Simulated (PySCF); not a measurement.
C₄H₆O₂Si, SMILES Oc1cc([SiH3])co1.

Geometry: r2SCAN-D4/def2-SVP. A frequency run showed that this geometry is not a minimum. This is a generated structure with no PubChem entry under its InChIKey; it may be hypothetical. Other conformers were not sampled.

The numbers are results of TDA-PBE/def2-SVPD (PySCF 2.14.0), not measurements.

Vertical excitations. The molecule is in vacuum. State labels are in the subgroup Cs.

Computed lowest excited states:
```csv
state,symmetry,energy (eV),λ (nm),f,main pairs
S1,A",4.55,273,0.000,HOMO→LUMO+1 100 %
S2,A",5.13,242,0.000,HOMO→LUMO+2 100 %
S3,A',5.14,241,0.064,HOMO→LUMO 79 %
S4,A",5.52,225,0.002,HOMO→LUMO+4 99 %
S5,A",5.65,220,0.000,HOMO→LUMO+5 100 %
S6,A',6.19,200,0.002,"HOMO→LUMO+3 36 %, HOMO−1→LUMO 35 %, HOMO→LUMO+7 21 %"
S7,A",6.19,200,0.007,HOMO→LUMO+6 99 %
S8,A",6.26,198,0.002,HOMO−1→LUMO+1 99 %
S9,A",6.57,189,0.001,HOMO→LUMO+8 100 %
S10,A',6.77,183,0.146,"HOMO→LUMO+7 65 %, HOMO→LUMO+3 17 %"
T1,A',3.62,343,0,HOMO→LUMO 97 %
T2,A",4.44,280,0,HOMO→LUMO+1 100 %
T3,A',4.90,253,0,HOMO→LUMO+3 96 %
T4,A",5.08,244,0,HOMO→LUMO+2 100 %
```
Triplets are in the Tamm–Dancoff approximation.
